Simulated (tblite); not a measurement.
Compound: C₃H₄F₄S (charge +1 and doublet state).
Structure used (GFN2-xTB), in Å, numbered top down from 1:
```xyz
12
C3H4F4S angstrom
C      1.9326    0.3097    0.3125
S      0.7345    0.8510   -0.8674
C     -0.5750   -0.4300   -0.6473
F     -0.0370   -1.5566   -0.1574
C     -1.6617    0.0938    0.3596
F     -2.5925   -0.8092    0.5501
F     -2.2027    1.2037   -0.1230
F     -1.0795    0.3837    1.5218
H      2.2224   -0.7308    0.1330
H      2.7993    0.9653    0.2407
H      1.5157    0.3548    1.3260
H     -1.0548   -0.6363   -1.6157
```

Level: GFN2-xTB in tblite, geometry and Hessian alike; calculated harmonic values, unscaled, isolated species. Errors from tens to a few hundred cm⁻¹ against measured bands are possible. One conformer, not necessarily the lowest. Open shells enter through the occupations alone, without spin polarisation, and single modes of such species can be off by tens of per cent.

Harmonic wavenumbers (cm⁻¹): 45.7, 61.3, 123.9, 137.2, 201.5, 232.1, 277.5, 348.9, 425.9, 466.6, 503.9, 617.5, 692.8, 771.6, 803.5, 836.1, 928.7, 1035.1, 1069.0, 1110.5, 1126.4, 1167.9, 1211.0, 1279.1, 1315.5, 1344.6, 2898.5, 2921.2, 2953.3, 3035.8.

A = 2732, B = 1282, C = 1150 MHz; mass 147.997 u (most abundant isotopes); point group C1, symmetry number 1; spin multiplicity 2.

Zero-point energy?

Half the sum of the wavenumbers: 14971 cm⁻¹ = 42.80 kcal/mol.

Give the ideal-gas entropy at 298.15 K and 1 bar in the rigid-rotor, harmonic-oscillator model (classical rotation).

Translation 40.91, rotation 28.77, vibration 26.17, spin (R ln 2) 1.38: S = 97.2 cal/(mol K).

And Cp and H(298.15 K) − H(0)?

Cp = 32.91 cal/(mol K), of which vibrations give 24.97 (their classical limit is 30 R = 59.6); H(298.15 K) − H(0) = 6.37 kcal/mol without the zero-point energy, 4.00 from vibrations.

Blend soft modes into free rotors: weight 1/[1 + (100 cm⁻¹/ν̃)⁴] for the oscillator and the rest for a rotor with moment μB/(μ + B), μ = h/(8π²ν), B = 10⁻⁴⁴ kg m². What vibrational entropy results?

23.76 cal/(mol K) in place of 26.17, which changes −T·S at 298.15 K by +0.72 kcal/mol.

How do the functions run with temperature in this model?

```csv
T (K),S (cal/(mol K)),Cp (cal/(mol K)),H − H(0) (kcal/mol),G − H(0) (kcal/mol),ln q(vib)
50,60.1,13.0,0.50,-2.50,0.55
100,70.6,17.9,1.28,-5.78,1.72
373.15,105.1,37.7,9.02,-30.21,8.09
500,117.1,44.1,14.23,-44.33,10.79
750,136.6,51.9,26.32,-76.14,15.64
1000,152.2,56.4,39.90,-112.31,19.92
```

q(vib) and H(0) count from the zero-point level.

Hindered rotation and anharmonicity are outside this model. Other conformers, if any are populated, would add a mixing term that is left out. The structure is chiral; the term R ln 2 for an equal mix with its mirror image is left out.

On one thread, Arm Neoverse V2 (aarch64), shared host, this took 0.26 s. This covers the Hessian and the dipole derivatives.
